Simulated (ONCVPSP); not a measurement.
## Before and after: ONCV potential for germanium (Ge)

germanium, optimised norm-conserving Vanderbilt (ONCV), made with ONCVPSP 4.0.1 (LDA (Perdew-Wang 92), scalar-relativistic). Core [Ar], reference 3d10 4s2 4p1 (charge +1). Waves: 4s: rc 1.60 bohr, ncon 4, nbas 9, qcut 4 1/bohr, 1 projector; 4p: rc 1.85 bohr, ncon 4, nbas 9, qcut 5 1/bohr, 2 projectors, debl 2.1 Ha; 3d: rc 0.80 bohr, ncon 4, nbas 9, qcut 21.4 1/bohr, 3 projectors, debl 2.8 Ha; f scattering state at 0.04 Ha: rc 1.60 bohr, ncon 4, nbas 6, qcut 7.3 1/bohr, 1 projector. Local part: polynomial inside 0.50 bohr (lpopt 5, dvloc0 0 Ha). Core correction: Teter function, fcfact 2.25, rcfact 1.75.

Change: core correction Teter function, fcfact 2.25, rcfact 1.56.

Cutoffs: the cutoffs (Ha) at which the residual kinetic energy of the hardest occupied pseudo-wave falls to 1 and 0.1 mHa per electron; they do not see the model core or the augmentation charge, which bear on the density cutoff. Errors are all-electron minus pseudo energies relative to the spin-unpolarised reference configuration.

Question: How do hardness, ghosts and transferability respond?

Answer: The potential gets neither clearly harder nor softer (167 Ha and 189 Ha → 167 Ha and 189 Ha); both files keep a bound ghost (p, s); of the 4 tests that both files solve, the error grows in 1 and shrinks in 3 by more than 15 % and 0.3 meV (median size 6.6 → 4.3 meV). A model core, the more so a compact one, raises the density cutoff, which this test does not measure.

| quantity | base | changed |
| --- | --- | --- |
| cutoff, loose | 167 Ha | 167 Ha |
| cutoff, tight | 189 Ha | 189 Ha |
| bound ghosts | s, p | s, p |
| GHOST(+) flags under 300 eV | s at 29.6 eV, f at 56.2 eV | s at 29.6 eV, f at 56.2 eV |
| error for 3d10 4s2 4p2, meV [ΔE -7.63 eV] | +1.4 | +1.8 |
| error for 3d10 4s2 4p0, meV [ΔE 15.71 eV] | -1.1 | +0.7 |
| error for 3d10 4s1 4p0, meV [ΔE 50.92 eV] | -18 | +8.9 |
| error for 3d10 4s0 4p4, meV [ΔE 8.73 eV] | -12 | -6.9 |
| s: phases at 1.62 bohr within 0.05 rad from the reference energy up to (Ha; the scan ends near 5) | 0.4 | 0.4 |
| p: phases at 1.87 bohr within 0.05 rad from the reference energy up to (Ha; the scan ends near 5) | 4.1 | 4.1 |
| d: phases at 0.81 bohr within 0.05 rad from the reference energy up to (Ha; the scan ends near 5) | to the end of the scan | to the end of the scan |
| f: phases at 1.62 bohr within 0.05 rad from the reference energy up to (Ha; the scan ends near 5) | 2.0 | 2.0 |
| rms error of d²Exc/dni dnj with the model core, mHa | 2.76 | 3.43 |

 A true bound ghost makes a file unfit for plane-wave use even where its test errors are small: the radial tests pick states by their node count and pass the ghost by.
